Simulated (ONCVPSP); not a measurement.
Potentials for N (Z = 7) compared

Generated with ld1.x 7.5 (TM, RRKJ, ultrasoft, PAW), atompaw 4.2 or ONCVPSP 4.0.1. The cutoff is in Ry: for ld1.x and atompaw files where the sum of valence levels is converged to 10 mRy in a Bessel basis, for ONCV files where the hardest occupied wave has 1 mHa per electron of residual kinetic energy. The error is the largest all-electron minus pseudo excitation energy over each file’s own four to seven test configurations (ionisations up to +4, promotions, holes and added fractions of an electron), all of which were solved. The labels leave out finer settings (local radius, basis sizes, second energies), which also bear on the numbers. Spin-polarised tests are not counted. The rows are a selection from randomly drawn settings: files with unsolved tests, undetermined cutoffs or missed reference levels are left out.

A true bound ghost makes a file unfit for plane-wave use even where its test errors are small: the radial tests pick states by their node count and pass the ghost by.

```tsv
potential	cutoff (Ry)	largest error (meV)	bound ghosts
ONCV, PBE, scalar-relativistic, rc 0.95/2.15 (sp), local smoothed, core correction yes, reference 2s2 2p3, qcut 6.6/5.6, projectors 2/2	93	+3184	none
ONCV, PBE, scalar-relativistic, rc 0.85/1.60 (sp), local smoothed, core correction yes, reference 2s1 2p4, qcut 9.3/10.4, projectors 2/2	63	+184	none
ONCV, revPBE, non-relativistic, rc 0.70/1.65/1.70 (spd), local s, core correction no, reference 2s2 2p2, qcut 7.2/8.1/6.5, projectors 0/1/2	304	+637	none
ONCV, PBEsol, scalar-relativistic, rc 1.10/2.00/1.65 (spd), local smoothed, core correction yes, reference 2s2 2p3, qcut 4.9/8/6.6, projectors 3/1/2	215	+1450	none
ONCV, PBE, scalar-relativistic, rc 1.05/1.90/1.60 (spd), local smoothed, core correction no, reference 2s2 2p3, qcut 7.1/7.8/6.2, projectors 2/2/2	49	+1034	none
ONCV, PBE, scalar-relativistic, rc 0.70/2.35/2.40 (spd), local smoothed, core correction yes, reference 2s2 2p3, qcut 8.6/6.6/4.1, projectors 2/2/1	197	+2691	s
ONCV, PBE, scalar-relativistic, rc 0.40/1.90/1.55 (spd), local smoothed, core correction no, reference 1s2 2s2 2p2.5, qcut 24.1/7/5.2, projectors 2/2/2	606	+286	none
```

(1) Fill in the row for N: ONCV, PBE, scalar-relativistic, rc 1.10/2.15/1.70 (spd), local smoothed, core correction no, reference 2s2 2p3, qcut 4.7/6.1/4.8, projectors 2/2/2.

(2) Fill in the row for N: ONCV, PBE, scalar-relativistic, rc 1.05/1.60 (sp), local smoothed, core correction yes, reference 2s2 2p3, qcut 6.4/9.1, projectors 3/1.

Answers

(1) cutoff 161 Ry, largest error +2087 meV, bound ghosts: none.

(2) cutoff 74 Ry, largest error +746 meV, bound ghosts: none.
